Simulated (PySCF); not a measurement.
C4H9NSi, SMILES N[SiH2]C1=CCC1. Atoms are numbered in the order given.

```xyz
15

N      2.3854    -0.0530     0.6068
Si     1.3148     0.0326    -0.7626
C     -0.4314    -0.0112    -0.1099
C     -0.9372    -0.3483     1.1012
C     -2.3770    -0.0739     0.7342
C     -1.8164     0.3194    -0.6708
H      2.3463     0.6874     1.3047
H      3.3507    -0.3390     0.4578
H      1.6351    -1.1448    -1.6198
H      1.4426     1.2428    -1.6388
H     -0.4626    -0.6974     2.0239
H     -2.8683     0.7455     1.2874
H     -3.0510    -0.9480     0.7444
H     -1.9711     1.3731    -0.9572
H     -2.1555    -0.3210    -1.5023
```
Charge 0, spin multiplicity 1.

Geometry optimised at TPSSh-D3(BJ)/def2-SVP. This is a generated structure with no PubChem entry under its InChIKey; it may be hypothetical. One conformer was computed; it need not be the lowest.

Level of theory: HF/pcSseg-1 run with PySCF.

GIAO shieldings, no solvent; atoms listed in one row are averaged. δ = σ(ref) − σ: ¹⁵N against NH3 (σ = 267.3 ppm); ²⁹Si against TMS (σ = 393.8 ppm); ¹³C against TMS (σ = 192.6 ppm); ¹H against TMS (σ = 31.99 ppm), references at their B3LYP-D3(BJ)/def2-TZVP geometries, non-relativistic.

```tsv
nucleus	atoms	count	δ (ppm)
¹⁵N	N1	1	0.5
²⁹Si	Si2	1	-48.0
¹³C	C4	1	171.9
¹³C	C3	1	161.7
¹³C	C5	1	33.1
¹³C	C6	1	32.0
¹H	H11	1	7.67
¹H	H9, H10	2	4.59
¹H	H12, H13	2	2.91
¹H	H14, H15	2	2.82
¹H	H8	1	0.78
¹H	H7	1	0.55
```
